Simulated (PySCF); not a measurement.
**How methods differ on the ionisation energy of Te**

Te [Kr] 4d10 5s2 5p4 (3P) → Te+ [Kr] 4d10 5s2 5p3 (4S), as a difference of total energies. Calculation: PySCF 2.14, in aug-cc-pwCVTZ-DK3 (10s9p7d4f1g, 109 functions); the spin-free X2C one-electron Hamiltonian (Gaussian nucleus). Correlated levels: valence: [Kr] 4d10 frozen; valence and next inner shell: [Ar] 3d10 frozen. The calculations carry no spin-orbit coupling.

```json
{"method": "UHF", "ionisation energy (eV)": "7.735"}
{"method": "LDA", "ionisation energy (eV)": "9.017"}
{"method": "PBE", "ionisation energy (eV)": "8.743"}
{"method": "PBE0", "ionisation energy (eV)": "8.740"}
{"method": "r2SCAN", "ionisation energy (eV)": "8.749"}
{"method": "HSE06", "ionisation energy (eV)": "8.795"}
{"method": "BLYP", "ionisation energy (eV)": "8.758"}
{"method": "MP2 (valence)", "ionisation energy (eV)": "8.377"}
{"method": "SCS-MP2 (valence)", "ionisation energy (eV)": "8.441"}
{"method": "MP2 (valence and next inner shell)", "ionisation energy (eV)": "8.472"}
```

Question: Estimate what SCS-MP2 (valence and next inner shell) gives.

Answer: 8.498 eV, closest to MP2 (valence and next inner shell) among the rows shown.

Question: Estimate what B2PLYP gives.

Answer: 8.693 eV, closest to PBE0 among the rows shown.

Errors of the correlated levels include the incompleteness of this basis and the frozen core.

For comparison: 8.749 eV (measured; NIST levels, between the centres of gravity of the two terms).
